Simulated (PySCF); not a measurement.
Bond stretch in SMILES F[SiH3]. The Si1–H5 bond (Si1 also carries F, H, H; H5 carries nothing else) is pulled apart rigidly from the PBE0/def2-TZVP optimised geometry.

Method: CCSD(T) on UHF/6-31G, 6 core orbitals frozen (PySCF).

Question: Relative to R = 1.52 Å, what are the energies at R = 2.22, 2.47, 4.02, 4.48 Å?

Answer: 158.8 kJ/mol at 2.22 Å, 219.9 kJ/mol at 2.47 Å, 342.3 kJ/mol at 4.02 Å, 343.1 kJ/mol at 4.48 Å.

The unrestricted determinant behind UCCSD(T) is spin-contaminated at 2.22 to 5.20 Å (<S²> up to 1.0, against 0.00 for a pure singlet).
